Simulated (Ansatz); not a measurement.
Born–Oppenheimer molecular dynamics of Cl$_{3}$GeH (5 atoms, charge 0, multiplicity 1). It starts from a relaxed structure.

Theory: Ansatz, RKS B3LYP/def2-SVP.

```yaml
ensemble: NVT, Nosé–Hoover chain
time_step: 0.5 fs
steps_asked: 150
set_temperature: 700 K
thermostat: time constant 100 fs, chain length 3 (defaults)
seed: 371185
```

First frame:

```xyz
5
Properties=species:S:1:pos:R:3
Ge 0.007 0.000 -0.002
Cl -0.021 0.000 2.153
H 1.450 0.000 -0.512
Cl -1.032 1.751 -0.707
Cl -1.032 -1.751 -0.707
```

Task: What does the run give?

Result: All steps were run.

| Quantity | Value |
| --- | --- |
| steps done | 150 |
| time covered | 75 fs |
| mean temperature over the second half | 389 K |
| spread of the potential energy over the second half | 14.8 meV per atom |
| mean potential energy of the second half above the start | 28.8 meV per atom |

The conserved energy stayed within 0.17 meV per atom of its start (net change 0.12 meV per atom), so the integration is sound. The mean temperature of the second half is 44 % below the set value. A run of 0.075 ps of so small a system gives no equilibrium averages.

Task: What happens to the structure?

Result: The same pairs are bonded in the first frame and the last. Pairs count as bonded within 1.25 times the sum of covalent radii (0.12 Å more for H–H). The details hang on the random start.

Task: How do temperature and energy run in time?

Result: 
```
time (fs)  T (K)  potential energy less start (eV)  conserved less start (meV/atom)
        0    700                             0.000                             0.00
        6    365                             0.131                             0.09
       12     67                             0.247                             0.15
       18    269                             0.169                             0.07
       24    554                             0.060                             0.01
       30    368                             0.135                             0.06
       36    176                             0.212                             0.13
       42    500                             0.090                             0.09
       48    593                             0.060                             0.04
       54    303                             0.177                             0.05
       60     51                             0.277                             0.12
       66    251                             0.203                             0.13
       72    663                             0.051                             0.02
```

Time of the run: 5.6 min on 1 thread of Intel(R) Xeon(R) 6975P-C (Granite Rapids), on a shared host, peak memory 0.22 GiB.
